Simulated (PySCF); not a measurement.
A calculated (UHF, PySCF 2.14, cc-pVDZ-X2C, scalar relativity by spin-free X2C-1e) atom or ion has these occupied shells.

```
shell  electrons  orbital energy (eV)  rms radius, mean of both spins (bohr)
 1s α          1             -54059.5                                 0.0240
 1s β          1             -54059.4                                 0.0240
 2s α          1              -9132.4                                 0.0970
 2s β          1              -9132.1                                 0.0970
 2p α          3              -8113.0                                 0.0874
 2p β          3              -8112.8                                 0.0874
 3s α          1              -2093.7                                  0.250
 3s β          1              -2090.0                                  0.250
 3p α          3              -1773.4                                  0.250
 3p β          3              -1769.2                                  0.250
 3d α          5              -1353.0                                  0.230
 3d β          5              -1348.4                                  0.230
 4s α          1              -449.63                                  0.563
 4s β          1              -440.25                                  0.563
 4p α          3              -341.48                                  0.598
 4p β          3              -331.15                                  0.598
 4d α          5              -190.26                                  0.657
 4d β          5              -176.89                                  0.657
 5s α          1              -66.130                                   1.38
 5s β          1              -62.347                                   1.38
 5p α          3              -36.981                                   1.63
 5p β          3              -33.560                                   1.63
 4f α          7              -23.297                                  0.893
 4f β          2              -17.279                                  0.893
 5d α          1               -6.765                                   2.79
 6s α          1               -5.829                                   4.46
 6s β          1               -5.260                                   4.46
```

Q: Name the element and its charge.

A: Dy (dysprosium, neutral), in [Xe] 4f9 5d1 6s2, one real determinant (an excited configuration).
